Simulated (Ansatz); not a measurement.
Computed with Ansatz on PBE0-D4/def2-TZVP structures; ΔE is electronic, products minus reactants. CCSD(T)/CBS is the MP2 limit (def2-TZVPP, def2-QZVPP) plus CCSD(T) − MP2 in def2-TZVPP, frozen cores. This one scheme is used for every species. DFT in def2-TZVPP. def2 core potentials past Kr. For Sb outer-core shells are correlated without core-valence functions, which leaves a few kJ/mol of doubt a bond. Each species was taken in one conformer, which may not be the lowest.

`S[CH2][SbH2]` + `FBF` → `FB(F)[CH2][SbH2]` + H₂S  (formal exchange of groups at a C–S bond)

| level | ΔE (eV) |
| --- | --- |
| PBE-QIDH | -0.90 |
| MP2/def2-SVP | -0.94 |

Question: What does CCSD(T)/CBS give? (Estimate.)

Answer: Computed: -0.87 eV. The listed levels differ from it by -0.03, -0.07 eV.

Largest T1 diagnostic among the species: 0.013.

Leaving LDA and LC-ωPBE aside and taking each functional with its dispersion term where it has one, the values, not all of them listed here, spread over 0.15 eV, from B97M-V to BLYP-D4. LDA lies −0.09 eV from PBE without D4. From BLYP to BHLYP (50 % exact exchange), in def2-TZVPP and without D4, ΔE moves by −0.05 eV. At CCSD(T), def2-SVP lies −0.10 eV from the extrapolated value and def2-TZVPP −0.03 eV.
